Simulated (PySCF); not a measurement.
As (SMILES [As+]), charge +1, triplet; CAMB3LYP/cc-pVTZ in PySCF.

Here is a job for PySCF.
```python
from pyscf import gto, scf, dft

mol = gto.Mole()
mol.atom = '''
    As    0.000000    0.000000    0.000000
'''
mol.basis = 'cc-pvtz'
mol.charge = 1
mol.spin = 2
mol.verbose = 5
mol.build()

mf = dft.UKS(mol)
mf.xc = 'camb3lyp'
mf.grids.atom_grid = (150, 974)
mf.kernel()
```

Output, abridged:

```
PySCF version 2.14.0

[INPUT] verbose = 5
[INPUT] max_memory = 4000
[INPUT] num. atoms = 1
[INPUT] num. electrons = 32
[INPUT] charge = 1
[INPUT] spin (= nelec alpha-beta = 2S) = 2
[INPUT] symmetry False subgroup None
[INPUT] Mole.unit = angstrom
[INPUT] Symbol           X                Y                Z      unit          X                Y                Z       unit  Magmom
[...]
[INPUT] ---------------- BASIS SET ----------------
[INPUT] l, kappa, [nprim/nctr], expnt,             c_1 c_2 ...
[INPUT] As
[...]
                                1270150.9         5.28e-05 -1.65e-05 6.4e-06 -1.8e-06
                                289056.96         0.0002774 -8.66e-05 3.37e-05 -9.3e-06
                                81879.849         0.0011702 -0.0003653 0.0001423 -3.92e-05
                                26716.564         0.0042421 -0.0013309 0.0005188 -0.0001429
                                9647.5842         0.0136557 -0.0043093 0.0016802 -0.0004629
                                3764.1195         0.0393399 -0.0126973 0.0049677 -0.0013687
                                1561.5656         0.0999292 -0.033616 0.0132115 -0.003644
                                680.81467         0.2121555 -0.078947 0.0314566 -0.0086884
                                309.24119         0.3363866 -0.1514458 0.0618446 -0.0171556
                                145.25736         0.3155125 -0.2042014 0.0879566 -0.0245514
                                69.739048         0.1181312 -0.0557367 0.0257548 -0.0073524
                                31.770325         0.0080076 0.4187607 -0.2455459 0.0720087
                                15.391757         0.0003293 0.5758762 -0.5090572 0.1576254
                                7.341526          -0.0001523 0.1696842 -0.0555749 0.0142074
                                3.323716          2.47e-05 0.0060662 0.7083796 -0.2851593
                                1.485867          -3.66e-05 0.0017605 0.5231027 -0.3885347
                                0.2115            -9.4e-06 0.0002316 -0.0111176 0.6495337
[...]
                                1759.5166         0.0039823 -0.0015641 0.0003488
                                570.22916         0.0214638 -0.0084999 0.0018953
                                216.57997         0.0824617 -0.0336327 0.0075325
                                90.734252         0.2238902 -0.0953228 0.0214315
                                40.308791         0.3920704 -0.1793626 0.0407807
                                18.555502         0.3542238 -0.1466682 0.0325249
                                8.396543          0.1048641 0.1966016 -0.0548832
                                3.767367          0.0033664 0.5372088 -0.1511922
                                1.629701          0.0018495 0.3857361 -0.1249011
                                0.222503          0.0002297 -0.0054006 0.5855293
[...]
                                96.249305         0.0141586
                                36.644963         0.0628259
                                15.493965         0.1784993
                                6.891138          0.3209452
                                3.054831          0.3773515
                                1.314241          0.2750231
[...]
nuclear repulsion = 0
number of shells = 10
number of NR pGTOs = 111
number of NR cGTOs = 43
basis = cc-pvtz
ecp = {}

******** <class 'pyscf.dft.uks.UKS'> ********
method = UKS
initial guess = minao
damping factor = 0
level_shift factor = 0
DIIS = <class 'pyscf.scf.diis.CDIIS'>
diis_start_cycle = 1
diis_space = 8
diis_damp = 0
SCF conv_tol = 1e-09
SCF conv_tol_grad = None
SCF max_cycles = 50
direct_scf = True
direct_scf_tol = 1e-13
number electrons alpha = 17  beta = 15
XC library pyscf.dft.libxc version 7.1.2
    S. Lehtola, C. Steigemann, M. J. T. Oliveira, and M. A. L. Marques,  SoftwareX 7, 1–5 (2018)
XC functionals = camb3lyp
    T. Yanai, D. P. Tew, and N. C. Handy,  Chem. Phys. Lett. 393, 51 (2004)
radial grids:
[...]
  9.57274254e-01  9.57274254e-01  1.05886478e+00  1.06758470e+00
  1.06758470e+00  1.09493014e+00  1.09493014e+00  1.15814460e+00
  1.19061517e+00  1.19061517e+00  1.60210307e+00]
multiplicity <S^2> = 2.0024527  2S+1 = 3.0016347
nelec by numeric integration = [17. 15.]
E1 = -3101.7008963913263  E2 = 866.0905470049518  Ecoul = 948.9572642548422  Exc = -82.86671724989053
cycle= 6 E= -2235.61034938637  delta_E= -5.24e-08  |g|= 1.55e-05  |ddm|= 0.000478
  alpha mo_energy =
[-4.26323703e+02 -5.42966221e+01 -4.85886836e+01 -4.85856657e+01
 -4.85856657e+01 -7.45448263e+00 -5.52037275e+00 -5.50767148e+00
 -5.50767148e+00 -2.10838358e+00 -2.10487230e+00 -2.10487230e+00
 -2.09383019e+00 -2.09383019e+00 -9.89077519e-01 -6.08181939e-01
 -6.08181939e-01 -4.22816818e-01 -3.71577953e-02  1.88027286e-02
  2.02800490e-02  2.02800510e-02  3.08080082e-02  3.08080082e-02
  3.43773749e-02  3.43773752e-02  3.83261938e-02  8.81631560e-01
  8.81631560e-01  8.81989118e-01  8.81989118e-01  8.82085868e-01
  8.87437727e-01  8.87437727e-01  1.03680977e+00  1.03689280e+00
  1.03689280e+00  1.04327115e+00  1.04327115e+00  1.14694207e+00
  1.15574224e+00  1.15574225e+00  1.58104678e+00]
  beta  mo_energy =
[-4.26319922e+02 -5.42948695e+01 -4.85875043e+01 -4.85807970e+01
 -4.85807970e+01 -7.44849826e+00 -5.51822715e+00 -5.49767988e+00
 -5.49767988e+00 -2.10409318e+00 -2.09875579e+00 -2.09875579e+00
 -2.08298065e+00 -2.08298065e+00 -9.01547818e-01 -4.00237507e-01
 -3.60846206e-01 -3.60846206e-01 -2.61344953e-02  1.90736319e-02
  3.62403152e-02  3.62403153e-02  6.26166325e-02  6.92605587e-02
  6.92605587e-02  9.11255662e-02  9.11255662e-02  9.14463887e-01
  9.19614656e-01  9.19614656e-01  9.33578986e-01  9.33578986e-01
  9.57276966e-01  9.57276966e-01  1.05886681e+00  1.06758686e+00
  1.06758686e+00  1.09493372e+00  1.09493372e+00  1.15814604e+00
  1.19061780e+00  1.19061780e+00  1.60210528e+00]
multiplicity <S^2> = 2.002454  2S+1 = 3.0016355
nelec by numeric integration = [17. 15.]
E1 = -3101.700913817341  E2 = 866.0905644307552  Ecoul = 948.9572841228587  Exc = -82.86671969210346
cycle= 7 E= -2235.61034938659  delta_E= -2.11e-10  |g|= 1.03e-06  |ddm|= 3.35e-05
  alpha mo_energy =
[-4.26323703e+02 -5.42966226e+01 -4.85886841e+01 -4.85856663e+01
 -4.85856663e+01 -7.45448296e+00 -5.52037300e+00 -5.50767181e+00
 -5.50767181e+00 -2.10838382e+00 -2.10487258e+00 -2.10487258e+00
 -2.09383052e+00 -2.09383052e+00 -9.89077715e-01 -6.08181942e-01
 -6.08181942e-01 -4.22816730e-01 -3.71579968e-02  1.88026878e-02
  2.02799746e-02  2.02799766e-02  3.08078466e-02  3.08078466e-02
  3.43773551e-02  3.43773555e-02  3.83261423e-02  8.81631559e-01
  8.81631559e-01  8.81989077e-01  8.81989077e-01  8.82085837e-01
  8.87437556e-01  8.87437556e-01  1.03680967e+00  1.03689272e+00
  1.03689272e+00  1.04327098e+00  1.04327098e+00  1.14694201e+00
  1.15574209e+00  1.15574210e+00  1.58104662e+00]
  beta  mo_energy =
[-4.26319923e+02 -5.42948700e+01 -4.85875048e+01 -4.85807976e+01
 -4.85807976e+01 -7.44849855e+00 -5.51822738e+00 -5.49768019e+00
 -5.49768019e+00 -2.10409342e+00 -2.09875604e+00 -2.09875604e+00
 -2.08298097e+00 -2.08298097e+00 -9.01548085e-01 -4.00237793e-01
 -3.60846322e-01 -3.60846322e-01 -2.61346627e-02  1.90734807e-02
  3.62401733e-02  3.62401733e-02  6.26164468e-02  6.92603811e-02
  6.92603812e-02  9.11254373e-02  9.11254373e-02  9.14463657e-01
  9.19614447e-01  9.19614447e-01  9.33578799e-01  9.33578799e-01
  9.57276831e-01  9.57276831e-01  1.05886659e+00  1.06758664e+00
  1.06758664e+00  1.09493353e+00  1.09493353e+00  1.15814586e+00
  1.19061763e+00  1.19061763e+00  1.60210511e+00]
multiplicity <S^2> = 2.002454  2S+1 = 3.0016356
nelec by numeric integration = [17. 15.]
E1 = -3101.7009170707306  E2 = 866.0905676841435  Ecoul = 948.957287580053  Exc = -82.8667198959096
Extra cycle  E= -2235.61034938659  delta_E= -1.36e-12  |g|= 2.39e-07  |ddm|= 2.23e-06
converged SCF energy = -2235.61034938659  <S^2> = 2.002454  2S+1 = 3.0016356
```
